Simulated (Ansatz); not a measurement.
Reaction (formal exchange of groups at a C–Si bond): `[BH2][GaH][CH2][SiH2]F` + `CF` → `[BH2][GaH][CH2]CF` + `F[SiH3]`

Isolated molecules relaxed with PBE0-D4/def2-TZVP in Ansatz; ΔE leaves out vibrations. CCSD(T)/CBS adds triple-zeta CCSD(T) − MP2 to the extrapolated MP2 energy (def2 sets, frozen cores). This one scheme is used for every species. DFT in def2-TZVPP. B3LYP here is the variant with VWN-RPA as its local correlation; programs differ in this. For Ga outer-core shells are correlated without core-valence functions, which leaves a few kJ/mol of doubt a bond. Scalar relativity is left out up to krypton. Each species was taken in one conformer, which may not be the lowest.

```json
{"level": "PBE0", "ΔE (kJ/mol)": "49.6"}
{"level": "B3LYP", "ΔE (kJ/mol)": "42.4"}
```

(1) What does CCSD(T)/CBS give? (An estimate is asked.)

Largest T1 diagnostic among the species: 0.013.

Answers

(1) Ansatz gave: +48.0 kJ/mol. The listed levels differ from it by 1.6, -5.6 kJ/mol.

The D4 term adds +7.0 kJ/mol with B3LYP and +3.6 kJ/mol with PBE0; it sums over pairs of atoms, weighted by their polarisabilities, and B3LYP, whose exchange is more repulsive, gets the larger term. In def2-TZVPP, CCSD(T) changes the Hartree–Fock value by +14.1 kJ/mol (the triples alone add +2.1 kJ/mol) and MP2 by +17.6 kJ/mol.
